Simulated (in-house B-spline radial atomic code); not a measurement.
**RPA and G0W0 on LC-wPBE: Tc⁺**

Configuration [Kr] 4d5 5s1, highest spin, mean-field start LC-wPBE. Computed with a B-spline radial code for spherical atoms: all electrons, scalar-relativistic (spin-free one-electron X2C), finite nucleus, each spin shell either full or empty, empty states to l = 9 with an (l + 1/2)⁻⁴ tail; G0W0 by contour deformation at full frequency.

RPA overbinds a lone outer s electron by self-correlation, and G0W0 tends to as well.

Command:
```bash
python run_gw.py task.json out
```
Settings (radii: box in bohr, nucleus in fm):
```
Z                        43
electrons                42
configuration            [Kr] 4d5 5s1
hamiltonian              x2c
method                   lc_wpbe
lmax                     9
rms_radius               4.41117
spin_polarised           True
box_radius               23.78
intervals                70
ion_configuration        [Kr] 4d5
```

Cost of the run: 14 s on 1 thread of Arm Neoverse V1 (shared host).

Energies (hartree):

| term | value |
| --- | --- |
| mean-field total | -4284.67411 |
| Hartree-Fock functional on these orbitals | -4282.87342 |
| direct second order | -3.4271 |
| second-order exchange | 1 |
| SOSEX correction | 0.93282 |

(1) What is the RPA correlation energy, and what remains with SOSEX?

Quasi-particle levels (eV):

```csv
level,occupied,mean field,Σx - vxc,Σc,QP weight,G0W0
5s up,yes,-14.891,0.38,?,?,?
4d up,yes,-19.753,-1.52,0.03,0.928,-21.238
4p down,yes,-55.48,-3.00,0.94,0.898,-57.54
4d down,no,-6.697,3.92,-3.62,0.933,-6.397
```

G0W0 = mean field + (Σx - vxc) + Σc, with Σc (partial-wave tail included) taken at the quasi-particle energy. Only the outer levels were computed. Levels of low weight are left out.

(2) Where does G0W0 put 5s up?

(3) What does it cost to remove one electron (to [Kr] 4d5) by differences of total energies, each species on its own start (correlation terms add to the Hartree-Fock functional)?

Results:

(1) RPA gives -3.04 hartree (-1.97 eV per electron); RPA + SOSEX gives -2.1072, and the second-order doubles -2.4271 hartree (no singles). RPA lacks exchange-type terms and so overcorrelates at short range.

(2) At -15.742 eV, with Σc = -1.23 eV and a quasi-particle weight of 0.963. The tabulated removal energy is 15.260 eV (NIST, semi-empirical); the calculation leaves out spin-orbit coupling, Breit and QED terms, and what these don't explain is the method's own error.

(3) LC-wPBE 14.981 eV, Hartree-Fock functional 14.212 eV, + RPA 15.473 eV, + RPA + SOSEX 14.929 eV, + second order 15.460 eV. Tabulated: 15.260 eV (NIST, semi-empirical); the calculation leaves out spin-orbit coupling, Breit and QED terms, and what these don't explain is the method's own error.
